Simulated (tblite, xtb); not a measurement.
C$_{6}$H$_{12}$O$_{3}$ (SMILES CC(C)C(=O)OCCO), singlet, geometry from GFN2-xTB. Base run: GFN1-xTB (xtb 6.7.1).

Here is a job for xtb.
```
$ xtb mol.xyz --gfn 1 --json

# file mol.xyz
21

C     -2.71831396    -0.22341919    -0.41558601
C     -1.65727531     0.77938284     0.03311490
C     -2.16185009     1.62501281     1.20512500
C     -0.42085978     0.03334312     0.49577027
O     -0.41322364    -0.88154569     1.27443671
O      0.68590390     0.54839227    -0.06062607
C      1.93508799    -0.04462104     0.29941002
C      2.28929364    -1.16827425    -0.67723367
O      2.54735378    -0.68445114    -1.96915138
H     -2.37867025    -0.78314069    -1.28424188
H     -3.63836792     0.29463573    -0.67401725
H     -2.92183834    -0.92546762     0.38921681
H     -1.37377977     1.43356824    -0.79594479
H     -2.38650144     0.98329029     2.05377804
H     -3.06554193     2.15696284     0.91793921
H     -1.41098636     2.35210438     1.50623167
H      1.86834834    -0.43967602     1.31705996
H      2.67365784     0.75722315     0.24254930
H      1.46945990    -1.90104635    -0.68826013
H      3.20312482    -1.66536177    -0.34679085
H      1.80432803    -0.13080157    -2.23839709
```

Programs used: tblite, xtb; a row that names a program was run with it.

The base run was repeated with changes; each row names its change, and settings that it needs were set with it.

| change | ΔE vs base (mEh) | HOMO-LUMO gap (eV) | dipole (D) | G_solv (kcal/mol) | SCF cycles |
|---|---|---|---|---|---|
| base | 0.000 | 5.38 | 2.74 | - | 10 |
| program = tblite; method = gfn1; option = --spin-polarized | 0.000 | - | - | - | - |
| file = coord | 0.000 | 5.38 | 2.74 | - | 10 |
| etemp = 5000 | -0.179 | 5.39 | 2.73 | - | 10 |
| alpb = thf | … | … | … | … | 10 |
| alpb = dmso | … | … | … | … | 10 |
| acc = 1000 | 0.001 | 5.38 | 2.74 | - | 6 |

Complete the blanks.


- alpb = thf, ΔE vs base (mEh): -17.439
- alpb = thf, HOMO-LUMO gap (eV): 5.30
- alpb = thf, dipole (D): 3.00
- alpb = thf, G_solv (kcal/mol): -11.39
- alpb = dmso, ΔE vs base (mEh): -18.949
- alpb = dmso, HOMO-LUMO gap (eV): 5.31
- alpb = dmso, dipole (D): 3.01
- alpb = dmso, G_solv (kcal/mol): -12.39

ALPB and GBSA are two models with their own fitted parameters for each solvent, which aren't always the measured dielectric constant.
